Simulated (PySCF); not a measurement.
Calculated NMR parameters of CC(=O)C#C[Si@H](P)[SiH2][SiH3]

- Formula: C4H11OPSi3
- SMILES: CC(=O)C#C[Si@H](P)[SiH2][SiH3]
- InChI: InChI=1S/C4H11OPSi3/c1-4(5)2-3-9(6)8-7/h9H,6,8H2,1,7H3/t9-/m1/s1
- Point group of the computed structure: C1
- Carbon signals: 4
- Proton signals: 6

Atoms are numbered as in `[CH3:1][C:2](=[O:3])[C:4]#[C:5][Si@H:6]([PH2:7])[SiH2:8][SiH3:9]`. Hydrogens are named by the atom that carries them. Ha(Si8) is pro-R; Hb(Si8) is pro-S.

Relativity neglected, no solvent model, single conformer, rapidly exchanging positions averaged. GFN2-xTB geometry; shieldings: GIAO PBE0/pcSseg-1; PySCF 2.14.0 with density-fitted response routines.

Scale: ¹H (31.72 ppm), ¹³C (186.93 ppm), ²⁹Si (349.16 ppm) vs TMS; H3PO4 for ³¹P (318.38 ppm); ¹⁷O (336.08 ppm) against H2O (reference shieldings calculated alike).

```tsv
carbon	δC, type	δH (multiplicity)	HMBC from (2–3 bonds)	span of the C tensor (ppm)
C1	36.6, CH3	2.35 (s)	–	67
C2	187.5, C	–	H(C1)	203
C4	113.4, C	–	H(Si6), H(C1)	285
C5	101.0, C	–	H(Si6), Ha(Si8), Hb(Si8), H(P7)	226
```

Other nuclei:
```tsv
atoms	nucleus	environment	δ (ppm)	σ (ppm)
H(Si6)	¹H	hydrogen on a silicon bonded to C, P, Si	4.64	27.08
H(Si9)	¹H	hydrogen on a silicon bonded to Si	3.59	28.13
Ha(Si8)	¹H	hydrogen on a silicon bonded to 2 Si	3.53	28.19
Hb(Si8)	¹H	hydrogen on a silicon bonded to 2 Si	3.47	28.24
H(P7)	¹H	hydrogen on a phosphorus bonded to Si	1.68	30.03
P7	³¹P	phosphorus bonded to Si, 2 H	-268.3	586.6
Si6	²⁹Si	silicon bonded to C, P, Si, H	-76.1	425.3
Si9	²⁹Si	silicon bonded to Si, 3 H	-116.3	465.5
Si8	²⁹Si	silicon bonded to 2 Si, 2 H	-118.0	467.2
O3	¹⁷O	ketone oxygen	711.1	-375.0
```

- δC 187.5: carbonyl carbon of an ynone.
- δC 113.4, 101.0: alkyne carbon.
- δC 36.6: methyl carbon α to a carbonyl; α to the electron-withdrawing carbonyl group.
- δH 3.53, 3.47: hydrogen on a silicon bonded to 2 Si.
- δH 2.35: hydrogen on a methyl carbon α to a carbonyl; α to C=O.

Splittings by ³¹P in the carbon and heteronuclear signals aren't shown, as no couplings were computed. Shifts are as computed. Against solution values, carbons near 30 ppm lie about +3 ppm off and those near 130 ppm about +5 ppm. Of 1309 compounds with measured shifts, 239 miss one by over three times the rms of a fit or turn the order of signals round; such compounds aren't used in these exercises. Unscaled 17O shifts of doubly bonded oxygen tend to come out too high, by tens of ppm or more. Experimental scales use liquid or dissolved standards, which lie at an offset from isolated H2O (liquid H2O: subtract about 36 ppm) and H3PO4. Multiplicities follow the n + 1 count of equivalent neighbours, as no J values were calculated; m marks all less simple cases, F and P coupling included.
